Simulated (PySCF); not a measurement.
System (SMILES): F[C]F (closed-shell singlet).
Geometry (B3LYP-D3(BJ)/def2-TZVP, fixed):
```xyz
3

F     -1.0201    -0.2528     0.0305
C     -0.0313     0.5961     0.0011
F      1.0410    -0.1446    -0.0312
```

Basis-set convergence of the lowest singlet excitation energy at PBE with PySCF. Tamm-Dancoff approximation; the state is taken by its order, and sets in which it differs in degeneracy or brightness are left out, yet its character can still change. All functions are spherical. Density fitting with generated auxiliary sets. No added dispersion term, no relativity. Reference: the value in d-aug-cc-pVTZ, 5.055 eV, itself unsure by roughly 0.005 eV (its mean distance from aug-cc-pVQZ, aug-pcseg-2, aug-cc-pVTZ). Deviations are taken from unrounded values. Cost is core time over that of def2-SVPD, rough, on shared machines of one kind; a dash marks a row that isn't timed (too short, read off another run, short of memory, by another algorithm or on other hardware).

```csv
basis,functions,lowest singlet excitation energy (eV),minus reference (eV),cost
pcseg-1,42,5.105,0.050,-
def2-SVPD,66,5.001,-0.054,1×
aug-pcseg-1,69,5.073,0.018,0.7×
cc-pVTZ,90,5.080,0.026,1×
pcseg-2,90,5.063,0.008,2×
d-aug-cc-pVDZ,96,5.045,-0.010,1×
def2-TZVPPD,117,5.064,0.009,2×
aug-pcseg-2,138,5.043,-0.012,2×
d-aug-cc-pVTZ,186,5.055,0.000,4×
```

The smallest set listed that lies within 0.2 eV of the reference with all its larger relatives (same family, alike in diffuse functions; a set with none counts only in the reference's own line) is pcseg-1 (42 functions, 0.050 eV off). (Relatives not listed, tested too: def2-TZVPD 0.009, cc-pVQZ 0.015, pcseg-3 -0.004, def2-QZVPPD 0.004 eV.)
